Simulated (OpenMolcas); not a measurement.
A calculation on N⁺.

* Program: OpenMolcas
* Method: RASSCF
* Basis: ANO-RCC-VQZP [5s4p3d2f1g]
* Scalar Hamiltonian: DKH2, point nucleus
* Active space: 4 electrons in 9 orbitals (RAS2 2s 2p; RAS3 3d, at most 2 electrons)
* State averaging: 2S+1 = 3 even, 6 roots; 2S+1 = 1 even, 11 roots; 2S+1 = 5 odd, 1 root; 2S+1 = 3 odd, 9 roots; 2S+1 = 1 odd, 8 roots
* Spin-orbit coupling: RASSI with atomic mean-field integrals over the reference wave functions, term energies averaged over their components

**Question.** Which level of the active space comes out lowest?

**Answer.** 2s2 2p2 3P0, with 100 % of that term; it is also the measured ground level.

**Question.** How high does 2s 2p3 3S* 1 lie?

**Answer.** 160897 cm-1 above the lowest level; measured 155127 cm-1 above the ground level, so the calculation is off by +4 %.

**Question.** How high does 2s2 2p2 1D2 lie?

**Answer.** 17521 cm-1 above the lowest level; measured 15316 cm-1 above the ground level, so the calculation is off by +14 %.

**Question.** How high does 2s 2p3 3P* 1 lie?

**Answer.** 113825 cm-1 above the lowest level; measured 109216 cm-1 above the ground level, so the calculation is off by +4 %.

Measured values: NIST Handbook of Basic Atomic Spectroscopic Data.

Without dynamic correlation excited terms often stand tens of per cent too high (terms of higher spin than the ground term too low), and those without a measured partner can miss by more than the paired ones. Active for correlation alone: 3d; no level in the range computed is led by a configuration that fills it, so any true level of that kind is missing. Computed and measured levels are paired by configuration, term and J; levels that our copy of the source lacks, or whose pairing is in doubt (as where it misses far off the trend of its configuration), stay unpaired and out of the deviations. Levels of configurations outside the active space are missing.

* marks odd parity.
